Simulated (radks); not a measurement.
Values are calculated unless marked as measured or tabulated.
Effect of the nuclear size on neutral chlorine, [Ne] 3s2 3p5. Code: a radial shooting solver on a logarithmic mesh with Libxc functionals. Model: Dirac Kohn-Sham, exchange-only LDA, spin-unpolarised, spherical densities, finite nucleus; open shells are shared between the two j in proportion to 2j + 1; Fermi nuclear charge, rms radius 3.3654 fm. The rms radius is varied about that value; shifts are against it.

rms radius (fm) = 2.938: total energy shift (eV) -0.00331; density at nucleus (e/bohr^3) 3573; 1s1/2 shift (meV) -1.40; 2s1/2 shift (meV) -0.102
rms radius (fm) = 3.1702: total energy shift (eV) -0.00157; density at nucleus (e/bohr^3) 3568; 1s1/2 shift (meV) -0.660; 2s1/2 shift (meV) -0.048
rms radius (fm) = 3.3654: total energy shift (eV) 0; density at nucleus (e/bohr^3) 3564; 1s1/2 shift (meV) 0.000; 2s1/2 shift (meV) 0.000
rms radius (fm) = 3.6144: total energy shift (eV) 0.00213; density at nucleus (e/bohr^3) 3559; 1s1/2 shift (meV) 0.898; 2s1/2 shift (meV) 0.066
rms radius (fm) = 4.0385: total energy shift (eV) 0.00611; density at nucleus (e/bohr^3) 3552; 1s1/2 shift (meV) 2.57; 2s1/2 shift (meV) 0.188

Slopes of the eigenvalues against <r^2> in GHz/fm^2, as finite differences over the two radii next to the reference (eigenvalue slopes, not the field-shift constants of lines): 1s1/2 125, 2s1/2 9.14.
